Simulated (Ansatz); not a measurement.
Ansatz (a first-principles code) input (B3LYP-D3(BJ)/def2-TZVP):

Ansatz 0.2 input:
```yaml
crystal:
  periodic: [false, false, false]
  atoms:
    - {symbol: C, position_ang: [-1.91608611, 0.12897384, -0.02406549]}
    - {symbol: C, position_ang: [-0.50380251, 0.39037886, 0.45132899]}
    - {symbol: C, position_ang: [0.44953672, -0.23011568, -0.25094355]}
    - {symbol: C, position_ang: [1.93122570, -0.12686495, 0.02827151]}
    - {symbol: H, position_ang: [-1.99758564, -0.55324551, -0.90801092]}
    - {symbol: H, position_ang: [-2.42411750, 1.06593423, -0.29487500]}
    - {symbol: H, position_ang: [-2.53012608, -0.30912531, 0.77615479]}
    - {symbol: H, position_ang: [0.21165144, -0.88898661, -1.12039148]}
    - {symbol: H, position_ang: [2.08760298, 0.53074106, 0.88802795]}
    - {symbol: H, position_ang: [2.49710396, 0.28338008, -0.82412359]}
    - {symbol: H, position_ang: [2.39022800, -1.10293036, 0.25566948]}
basis:
  gaussian:
    orbitals: def2-TZVP
hamiltonian:
  xc: b3lyp
  dispersion: d3bj
total_charge: -1
phonons: {temperatures: {t_min: 298.15, t_max: 298.15, t_step: 100}}
```

Output:

```
Functional definition: B3LYP
integrals: 0.06 GiB planned
1028 factors; their error is unknown
mean field: 0.68 GiB planned
mean field evaluation 1: about -4254.9020 eV, gradient 5.2e1 eV
mean field evaluation 2: about -4240.0358 eV, gradient 8.5e1 eV
mean field evaluation 4: about -4261.9062 eV, gradient 7.0e0 eV
mean field evaluation 8: about -4262.0028 eV, gradient 5.1e-1 eV
mean field evaluation 16: about -4262.0032 eV, gradient 1.9e-5 eV
mean field -4262.00320349 eV, -156.6257288386 hartree, gradient 1.9e-5 eV, S^2 0.000000; 0 other end points of the search recorded, 0 dependent functions left out
the calculation of the forces begins
reference -4262.00346361 eV, -156.6257383980 hartree; 16, 16 occupied and 150, 150 virtual orbitals, 1028 factors
these checks for a lower state are left out or cut short: stability, starts, cluster_reference, orbital_swaps, neighbouring_geometries, increment
integrals: 0.06 GiB planned
1028 factors; their error is unknown
mean field: 0.68 GiB planned
mean field -4262.00307354 eV, -156.6257240631 hartree, gradient 2.5e-6 eV, S^2 0.000000; 0 other end points of the search recorded, 0 dependent functions left out
the calculation of the forces begins
reference -4262.00333382 eV, -156.6257336281 hartree; 16, 16 occupied and 150, 150 virtual orbitals, 1028 factors
these checks for a lower state are left out or cut short: stability, starts, cluster_reference, orbital_swaps, neighbouring_geometries, increment
integrals: 0.06 GiB planned
1028 factors; their error is unknown
mean field: 0.68 GiB planned
mean field evaluation 32: about -4262.0031 eV, gradient 1.6e-6 eV
mean field -4262.00306455 eV, -156.6257237329 hartree, gradient 2.5e-6 eV, S^2 0.000000; 0 other end points of the search recorded, 0 dependent functions left out
the calculation of the forces begins
reference -4262.00332452 eV, -156.6257332866 hartree; 16, 16 occupied and 150, 150 virtual orbitals, 1028 factors
these checks for a lower state are left out or cut short: stability, starts, cluster_reference, orbital_swaps, neighbouring_geometries, increment
integrals: 0.06 GiB planned
1028 factors; their error is unknown
mean field: 0.68 GiB planned
mean field -4262.00303892 eV, -156.6257227909 hartree, gradient 2.5e-6 eV, S^2 0.000000; 0 other end points of the search recorded, 0 dependent functions left out
the calculation of the forces begins
reference -4262.00329902 eV, -156.6257323495 hartree; 16, 16 occupied and 150, 150 virtual orbitals, 1028 factors
these checks for a lower state are left out or cut short: stability, starts, cluster_reference, orbital_swaps, neighbouring_geometries, increment
integrals: 0.06 GiB planned
1028 factors; their error is unknown
mean field: 0.68 GiB planned
mean field -4262.00308471 eV, -156.6257244738 hartree, gradient 2.5e-6 eV, S^2 0.000000; 0 other end points of the search recorded, 0 dependent functions left out
the calculation of the forces begins
reference -4262.00334486 eV, -156.6257340339 hartree; 16, 16 occupied and 150, 150 virtual orbitals, 1028 factors
these checks for a lower state are left out or cut short: stability, starts, cluster_reference, orbital_swaps, neighbouring_geometries, increment
integrals: 0.06 GiB planned
1028 factors; their error is unknown
mean field: 0.68 GiB planned
mean field -4262.00311131 eV, -156.6257254512 hartree, gradient 2.5e-6 eV, S^2 0.000000; 0 other end points of the search recorded, 0 dependent functions left out
the calculation of the forces begins
reference -4262.00337137 eV, -156.6257350081 hartree; 16, 16 occupied and 150, 150 virtual orbitals, 1028 factors
these checks for a lower state are left out or cut short: stability, starts, cluster_reference, orbital_swaps, neighbouring_geometries, increment
integrals: 0.06 GiB planned
[...]
1028 factors; their error is unknown
mean field: 0.68 GiB planned
mean field -4262.00310658 eV, -156.6257252775 hartree, gradient 2.5e-6 eV, S^2 0.000000; 0 other end points of the search recorded, 0 dependent functions left out
the calculation of the forces begins
reference -4262.00336665 eV, -156.6257348346 hartree; 16, 16 occupied and 150, 150 virtual orbitals, 1028 factors
these checks for a lower state are left out or cut short: stability, starts, cluster_reference, orbital_swaps, neighbouring_geometries, increment
integrals: 0.06 GiB planned
1028 factors; their error is unknown
mean field: 0.68 GiB planned
mean field evaluation 224: about -4262.0031 eV, gradient 1.6e-6 eV
mean field -4262.00314343 eV, -156.6257266315 hartree, gradient 2.5e-6 eV, S^2 0.000000; 0 other end points of the search recorded, 0 dependent functions left out
the calculation of the forces begins
reference -4262.00340361 eV, -156.6257361931 hartree; 16, 16 occupied and 150, 150 virtual orbitals, 1028 factors
these checks for a lower state are left out or cut short: stability, starts, cluster_reference, orbital_swaps, neighbouring_geometries, increment
integrals: 0.06 GiB planned
1028 factors; their error is unknown
mean field: 0.68 GiB planned
mean field -4262.00319284 eV, -156.6257284473 hartree, gradient 2.5e-6 eV, S^2 0.000000; 0 other end points of the search recorded, 0 dependent functions left out
the calculation of the forces begins
reference -4262.00345295 eV, -156.6257380060 hartree; 16, 16 occupied and 150, 150 virtual orbitals, 1028 factors
these checks for a lower state are left out or cut short: stability, starts, cluster_reference, orbital_swaps, neighbouring_geometries, increment
integrals: 0.06 GiB planned
1028 factors; their error is unknown
mean field: 0.68 GiB planned
mean field -4262.00318778 eV, -156.6257282614 hartree, gradient 2.5e-6 eV, S^2 0.000000; 0 other end points of the search recorded, 0 dependent functions left out
the calculation of the forces begins
reference -4262.00344792 eV, -156.6257378214 hartree; 16, 16 occupied and 150, 150 virtual orbitals, 1028 factors
these checks for a lower state are left out or cut short: stability, starts, cluster_reference, orbital_swaps, neighbouring_geometries, increment
integrals: 0.06 GiB planned
1028 factors; their error is unknown
mean field: 0.68 GiB planned
mean field -4262.00311313 eV, -156.6257255180 hartree, gradient 2.5e-6 eV, S^2 0.000000; 0 other end points of the search recorded, 0 dependent functions left out
the calculation of the forces begins
reference -4262.00337329 eV, -156.6257350786 hartree; 16, 16 occupied and 150, 150 virtual orbitals, 1028 factors
these checks for a lower state are left out or cut short: stability, starts, cluster_reference, orbital_swaps, neighbouring_geometries, increment
integrals: 0.06 GiB planned
1028 factors; their error is unknown
mean field: 0.68 GiB planned
mean field evaluation 256: about -4262.0031 eV, gradient 2.5e-6 eV
mean field -4262.00309727 eV, -156.6257249351 hartree, gradient 2.5e-6 eV, S^2 0.000000; 0 other end points of the search recorded, 0 dependent functions left out
the calculation of the forces begins
reference -4262.00335735 eV, -156.6257344931 hartree; 16, 16 occupied and 150, 150 virtual orbitals, 1028 factors
these checks for a lower state are left out or cut short: stability, starts, cluster_reference, orbital_swaps, neighbouring_geometries, increment
integrals: 0.06 GiB planned
1028 factors; their error is unknown
mean field: 0.68 GiB planned
mean field -4262.00320317 eV, -156.6257288271 hartree, gradient 2.5e-6 eV, S^2 0.000000; 0 other end points of the search recorded, 0 dependent functions left out
the calculation of the forces begins
reference -4262.00346331 eV, -156.6257383871 hartree; 16, 16 occupied and 150, 150 virtual orbitals, 1028 factors
these checks for a lower state are left out or cut short: stability, starts, cluster_reference, orbital_swaps, neighbouring_geometries, increment
integrals: 0.06 GiB planned
1028 factors; their error is unknown
mean field: 0.68 GiB planned
mean field -4262.00317388 eV, -156.6257277506 hartree, gradient 2.5e-6 eV, S^2 0.000000; 0 other end points of the search recorded, 0 dependent functions left out
the calculation of the forces begins
reference -4262.00343399 eV, -156.6257373094 hartree; 16, 16 occupied and 150, 150 virtual orbitals, 1028 factors
these checks for a lower state are left out or cut short: stability, starts, cluster_reference, orbital_swaps, neighbouring_geometries, increment
integrals: 0.06 GiB planned
1028 factors; their error is unknown
mean field: 0.68 GiB planned
mean field -4262.00319226 eV, -156.6257284261 hartree, gradient 2.5e-6 eV, S^2 0.000000; 0 other end points of the search recorded, 0 dependent functions left out
the calculation of the forces begins
reference -4262.00345239 eV, -156.6257379858 hartree; 16, 16 occupied and 150, 150 virtual orbitals, 1028 factors
these checks for a lower state are left out or cut short: stability, starts, cluster_reference, orbital_swaps, neighbouring_geometries, increment
integrals: 0.06 GiB planned
1028 factors; their error is unknown
mean field: 0.68 GiB planned
mean field -4262.00314720 eV, -156.6257267699 hartree, gradient 2.5e-6 eV, S^2 0.000000; 0 other end points of the search recorded, 0 dependent functions left out
the calculation of the forces begins
reference -4262.00340731 eV, -156.6257363290 hartree; 16, 16 occupied and 150, 150 virtual orbitals, 1028 factors
these checks for a lower state are left out or cut short: stability, starts, cluster_reference, orbital_swaps, neighbouring_geometries, increment
integrals: 0.06 GiB planned
1028 factors; their error is unknown
mean field: 0.68 GiB planned
mean field evaluation 288: about -4262.0032 eV, gradient 3.2e-4 eV
mean field -4262.00318085 eV, -156.6257280067 hartree, gradient 2.5e-6 eV, S^2 0.000000; 0 other end points of the search recorded, 0 dependent functions left out
the calculation of the forces begins
reference -4262.00344098 eV, -156.6257375664 hartree; 16, 16 occupied and 150, 150 virtual orbitals, 1028 factors
these checks for a lower state are left out or cut short: stability, starts, cluster_reference, orbital_swaps, neighbouring_geometries, increment
integrals: 0.06 GiB planned
1028 factors; their error is unknown
mean field: 0.68 GiB planned
mean field -4262.00317649 eV, -156.6257278465 hartree, gradient 2.5e-6 eV, S^2 0.000000; 0 other end points of the search recorded, 0 dependent functions left out
the calculation of the forces begins
reference -4262.00343661 eV, -156.6257374056 hartree; 16, 16 occupied and 150, 150 virtual orbitals, 1028 factors
these checks for a lower state are left out or cut short: stability, starts, cluster_reference, orbital_swaps, neighbouring_geometries, increment
integrals: 0.06 GiB planned
1028 factors; their error is unknown
mean field: 0.68 GiB planned
mean field -4262.00313579 eV, -156.6257263508 hartree, gradient 2.5e-6 eV, S^2 0.000000; 0 other end points of the search recorded, 0 dependent functions left out
the calculation of the forces begins
reference -4262.00339592 eV, -156.6257359105 hartree; 16, 16 occupied and 150, 150 virtual orbitals, 1028 factors
these checks for a lower state are left out or cut short: stability, starts, cluster_reference, orbital_swaps, neighbouring_geometries, increment
integrals: 0.06 GiB planned
1028 factors; their error is unknown
mean field: 0.68 GiB planned
mean field -4262.00314670 eV, -156.6257267518 hartree, gradient 2.5e-6 eV, S^2 0.000000; 0 other end points of the search recorded, 0 dependent functions left out
the calculation of the forces begins
reference -4262.00340682 eV, -156.6257363109 hartree; 16, 16 occupied and 150, 150 virtual orbitals, 1028 factors
Total energy: -4262.30325978 eV, -156.6367557041 hartree
Atom 0 at    -1.916086     0.128974    -0.024065 Å, force     0.000173     0.000143     0.000201 eV/Å
Atom 1 at    -0.503803     0.390379     0.451329 Å, force    -0.000029     0.000127     0.000160 eV/Å
Atom 2 at     0.449537    -0.230116    -0.250944 Å, force     0.000191    -0.000010     0.000007 eV/Å
Atom 3 at     1.931226    -0.126865     0.028272 Å, force    -0.000095     0.000230     0.000286 eV/Å
Atom 4 at    -1.997586    -0.553246    -0.908011 Å, force    -0.000329     0.000168     0.000183 eV/Å
Atom 5 at    -2.424117     1.065934    -0.294875 Å, force    -0.000016    -0.000369    -0.000113 eV/Å
Atom 6 at    -2.530126    -0.309125     0.776155 Å, force     0.000011    -0.000019    -0.000386 eV/Å
Atom 7 at     0.211651    -0.888987    -1.120391 Å, force    -0.000147    -0.000051    -0.000079 eV/Å
Atom 8 at     2.087603     0.530741     0.888028 Å, force     0.000147    -0.000412    -0.000514 eV/Å
Atom 9 at     2.497104     0.283380    -0.824124 Å, force     0.000029    -0.000132     0.000306 eV/Å
Atom 10 at     2.390228    -1.102930     0.255669 Å, force     0.000065     0.000325    -0.000050 eV/Å
Dipole moment:     0.192383    -0.251038    -0.303257 e Å
Vibrations: 175.49 230.00 265.48 297.28 512.24 773.38 845.08 995.03 1012.21 1021.19 1052.68 1104.38 1292.35 1352.78 1361.22 1455.10 1466.92 1476.34 1477.70 1609.08 2720.44 2757.68 2921.13 2931.19 2956.13 2966.57 3050.39 cm⁻¹, zero-point energy 2.484609 eV
```

It need not be the lowest isomer of its formula. Whether it binds its extra electron was not tested at this geometry.
